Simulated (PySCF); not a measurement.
## Excitation energy of Si⁺ by level of theory

Si⁺ [Ne] 3s2 3p1 (2P) → Si⁺ [Ne] 3s2 4s1 (2S), as a difference of total energies. Computed with PySCF 2.14 in dyall-av3z, with the non-relativistic Hamiltonian (point nucleus). Correlated levels: valence: [Ne] frozen; virtual orbitals above 40 to 60 times the deepest correlated orbital energy dropped. The calculations carry no spin-orbit coupling.

```csv
method,excitation energy (eV)
UHF,7.991
LDA,8.005
PBE,8.065
PBE0,8.157
r2SCAN,8.395
M06,7.913
MN15,8.061
M06-2X,7.653
MP2 (valence),8.019
```

Question: Estimate what PW91 gives.

Answer: 8.093 eV, closest to PBE among the rows shown.

Question: Estimate what SCS-MP2 (valence) gives.

Answer: 8.037 eV, closest to MP2 (valence) among the rows shown.

Errors of the correlated levels include the incompleteness of this basis and the frozen core.

For comparison: 8.097 eV (measured; NIST levels, between the centres of gravity of the two terms).
